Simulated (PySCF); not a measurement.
**Sb(42+): fine-structure interval**

Sb(42+) [He] 2s2 2p5 [2p1/2^2 2p3/2^3, M_J = 3/2] → Sb(42+) [He] 2s2 2p5 [2p1/2^1 2p3/2^4, M_J = 1/2], as a difference of total energies. Computed with PySCF 2.14 in an uncontracted even-tempered set (17 s from 21 bohr⁻², ratio 2.4; 12 p from 27 bohr⁻², ratio 2.4; 5 d from 100 bohr⁻², ratio 2.6; 4 f from 150 bohr⁻², ratio 2.6), with the two-component X2C-1e Hamiltonian. Correlated levels: nothing frozen; the 30 highest virtual spinors dropped. "Screened" scales the spin-orbit matrix elements by Boettger's factors to mimic the two-electron term; Breit and QED terms are absent.

```csv
method,fine-structure interval (cm⁻¹)
GHF (screened spin-orbit),2129600
GMP2 (screened spin-orbit),2130600
GHF (bare spin-orbit),2220800
```
